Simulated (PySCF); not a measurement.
## Mayer bond orders and bond lengths

Species: C₆H₉OPSi.
SMILES with atom numbers: `[CH:1]#[C:2][C:3](=[CH2:4])[Si@:5]1([PH2:6])[CH2:7][CH2:8][O:9]1` (hydrogens: H10 on C1; H11, H12 on C4; H13, H14 on P6; H15, H16 on C7; H17, H18 on C8)

Structure used (GFN2-xTB), in Å, numbered top down from 1:
```
atom  x, y, z in Å
C1     2.6392    0.0543    2.1666
C2     2.0537   -0.1131    1.1308
C3     1.3134   -0.2705   -0.0595
C4     1.8452   -0.8401   -1.1428
Si5   -0.4619    0.4232   -0.0336
P6    -0.6843    2.3594    1.0861
C7    -1.8742   -0.8618    0.1110
C8    -2.1384   -0.4781   -1.3413
O9    -1.1217    0.4987   -1.5598
H10    3.1750    0.1851    3.0592
H11    1.2751   -0.9381   -2.0505
H12    2.8578   -1.2127   -1.1542
H13    0.2730    2.0242    2.0249
H14    0.2374    3.0146    0.2865
H15   -2.6943   -0.6252    0.7793
H16   -1.5928   -1.9006    0.2430
H17   -1.9989   -1.2963   -2.0492
H18   -3.1119   -0.0168   -1.5083
```

Bond orders from the PBE0/pcSseg-1 density (PySCF). One conformer (not necessarily the lowest) at the GFN2-xTB geometry, without solvent, vibrations or thermal averaging.

(1) Where do the orders between heavy atoms depart from those drawn in the SMILES?

(2) Give the Mayer order of every bond, beside its length.

Answers

(1) The largest departure is 0.642, at C1–C2 (drawn triple, 2.358). Drawn single, order below 0.88: C3–Si5 (0.754) and C8–O9 (0.878). Drawn double or triple, more than 0.30 short of the drawn order: C1–C2 (2.358).

(2) 
```tsv
bond	drawn as	length (Å)	Mayer order
C1–C2	triple	1.202	2.358
C2–C3	single	1.411	1.066
C3–C4	double	1.334	1.933
C3–Si5	single	1.906	0.754
Si5–P6	single	2.248	1.027
Si5–C7	single	1.915	0.932
C7–C8	single	1.525	1.006
C8–O9	single	1.427	0.878
O9–Si5	single	1.664	1.018
C1–H10	single	1.049	1.154
C4–H11	single	1.076	0.937
C4–H12	single	1.079	0.952
P6–H13	single	1.382	0.919
P6–H14	single	1.385	0.926
C7–H15	single	1.084	0.947
C7–H16	single	1.084	0.945
C8–H17	single	1.091	0.949
C8–H18	single	1.090	0.950
```

Bonds between the same two heavy elements. C–C: lowest C7–C8 (1.006, 1.525 Å), highest C1–C2 (2.358, 1.202 Å). C–Si: lowest C3–Si5 (0.754, 1.906 Å), highest Si5–C7 (0.932, 1.915 Å); in 1 of the 1 pairs the longer bond (by over 0.003 Å) has the higher order (by 0.02 or more).

Q: Sum the orders of all bonds at each heavy atom with more than one neighbour and set the sums beside the valence in the SMILES.

A: C1 3.512 (drawn 4), C2 3.424 (drawn 4), C3 3.753 (drawn 4), C4 3.822 (drawn 4), Si5 3.731 (drawn 4), P6 2.872 (drawn 3), C7 3.830 (drawn 4), C8 3.783 (drawn 4), O9 1.896 (drawn 2). Orders between atoms that aren't bonded are not in these sums.

For a closed shell the Mayer order of atoms A and B is Σ (PS)μν (PS)νμ over the basis functions μ on A and ν on B, with P the density and S the overlap matrix.

The run behind these numbers computed NMR shieldings as well. On Intel Xeon Platinum 8259CL at 2.50 GHz, one thread, shared host, this took 56 s and 0.86 GiB of memory at its peak.
